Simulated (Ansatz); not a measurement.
Start from `F[SiH2]OBS` and change one atom or group to get `SB[O][AlH][Cl]`.

Ansatz, PBE0-D4/def2-TZVP geometries, multiplicity 1. Each molecule was computed in one conformer, which needn't be the lowest.

| property | `F[SiH2]OBS` |
| --- | --- |
| HOMO energy (PBE/def2-TZVPP) / eV | -6.77 |
| HOMO–LUMO gap (ωB97M-V/def2-TZVPP) / eV | 11.68 |
| size of the dipole moment (B3LYP/def2-TZVPP) / D | 1.51 |
| HOMO energy (ωB97M-V/def2-TZVPP) / eV | -10.16 |
| size of the dipole moment (ωB97M-V/def2-TZVPP) / D | 1.50 |
| HOMO energy (B3LYP/def2-TZVPP) / eV | -7.71 |

(1) Give the same properties after the change, and the shifts. (An estimate is asked.)

## Answers

(1) Computed: 
| property | `SB[O][AlH][Cl]` | shift |
| --- | --- | --- |
| HOMO energy (PBE/def2-TZVPP) / eV | -6.62 | 0.15 |
| HOMO–LUMO gap (ωB97M-V/def2-TZVPP) / eV | 10.55 | -1.13 |
| size of the dipole moment (B3LYP/def2-TZVPP) / D | 1.10 | -0.41 |
| HOMO energy (ωB97M-V/def2-TZVPP) / eV | -9.99 | 0.17 |
| size of the dipole moment (ωB97M-V/def2-TZVPP) / D | 1.10 | -0.40 |
| HOMO energy (B3LYP/def2-TZVPP) / eV | -7.55 | 0.16 |

With PBE0 the HOMO rises by 0.16 eV and the LUMO falls by 0.61 eV, so the gap narrows by about 0.77 eV. PBE moves the HOMO by 0.15 eV and ωB97M-V by 0.17 eV. Dipoles are sizes alone; their direction can turn.

B3LYP here is the variant with VWN-RPA as its local correlation; programs differ in this.
